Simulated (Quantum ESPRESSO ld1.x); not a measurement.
Species: K7+. Configuration: [Ne] 3s2. All-electron calculation, non-relativistic Kohn-Sham, BLYP, spin-unpolarised, spherical densities, point nucleus. Program: ld1.x of Quantum ESPRESSO 7.5.

Unscreened Slater integrals over Kohn-Sham orbitals (eV).

F0(3s,3s): 22.455
F0(3s,2p): 29.570
G1(3s,2p): 2.7192
F0(3s,2s): 29.136
G0(3s,2s): 2.1613
F0(3s,1s): 33.043
G0(3s,1s): 1.2463
F0(2p,2p): 71.713
F2(2p,2p): 33.532
F0(2p,2s): 66.840
G1(2p,2s): 39.133
F0(2p,1s): 99.300
G1(2p,1s): 15.422
F0(2s,2s): 63.638
F0(2s,1s): 89.570
G0(2s,1s): 7.7582
F0(1s,1s): 313.85
